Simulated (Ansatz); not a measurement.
Z-matrix (Å, degrees):
```
Si
B 1 2.019
H 1 1.492 2 108.5
H 1 1.492 2 108.6 3 116.0
H 1 1.488 2 114.2 3 -121.9
Cl 2 1.755 1 118.5 3 121.2
Ga 2 2.089 1 124.8 3 -58.7
H 7 1.574 2 121.4 1 90.1
H 7 1.574 2 121.4 1 -90.3
```

Charge 0, multiplicity 1.

Task: List the B3LYP/def2-TZVPP orbital energies in eV (Ansatz 0.2.0). (An estimate is asked.)

Result: Computed: Occupied: -10137.76, -2763.08, -1798.77, -1249.57, -1106.82, -1106.70, -1106.70, -257.82, -196.83, -196.75, -196.67, -185.26, -149.55, -143.37, -103.03, -102.71, -102.69, -98.68, -98.67, -98.66, -23.30, -22.81, -22.67, -22.66, -22.51, -22.47, -15.29, -13.44, -12.13, -10.24, -10.16, -9.89, -9.60, -9.11, -8.39, -6.81. Lowest empty: -2.59, -2.18, 0.55, 0.60, 1.04, 1.08, 1.44, 1.87.

B3LYP here is the variant with VWN-RPA as its local correlation; programs differ in this.
